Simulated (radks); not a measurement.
The numbers below are computed, except where a source is named.
Problem. All-electron atom: Cu9+ in [Ar] 3d2 (the NIST ground configuration). Code: a radial shooting solver on a logarithmic mesh with Libxc functionals. Model: Dirac Kohn-Sham, LB94 model potential, spin-unpolarised, spherical densities, finite nucleus; open shells fill j = l - 1/2 first; Fermi nuclear charge, rms radius 3.8823 fm.

Spin-orbit splittings of the eigenvalues, e(l+1/2) - e(l-1/2), with zeta = 2 splitting/(2l+1) and mean radii in bohr:

shell  occ.  splitting (eV)  zeta (eV)  <r> j=l-1/2  <r> j=l+1/2
2p        6           20.85      13.90       0.2030       0.2062
3p        6           3.342      2.228       0.6604       0.6676
3d        2               ?          ?       0.6447       0.6468

Estimate the 3d splitting.

Solution. 0.5624 eV (zeta = 0.2249 eV).
